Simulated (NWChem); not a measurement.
Molecule: CH₃FGe, singlet; SMILES [F][Ge][CH3]

```xyz
6

Ge     0.4665     0.0859     0.0000
F     -0.8333     1.2796     0.0000
C     -0.7397    -1.4891     0.0000
H     -0.1971    -2.4464     0.0000
H     -1.3962    -1.4416    -0.8862
H     -1.3962    -1.4416     0.8862
```
Atoms are numbered in this order, from 1.

Low-valent species are run as closed-shell singlets; no triplet was tried in these runs. Structure relaxed at the PBE0/def2-SVP level.

Symmetry labels are those of Cs in the frame above (b1 and b2, or b-type labels, depend on it).

**Question.** List the 4 lowest vertical singlet excitations from B3LYP/def2-SVPD, TDA (NWChem).

**Answer.** 
```csv
state,energy (eV),oscillator strength,symmetry,leading excitation (squared amplitude)
S1,3.23,0.031,a",HOMO → LUMO (0.97)
S2,5.94,0.100,a',HOMO → LUMO+1 (0.91)
S3,6.42,0.046,a',HOMO → LUMO+2 (0.95)
S4,6.53,0.028,a",HOMO−1 → LUMO (0.90)
```
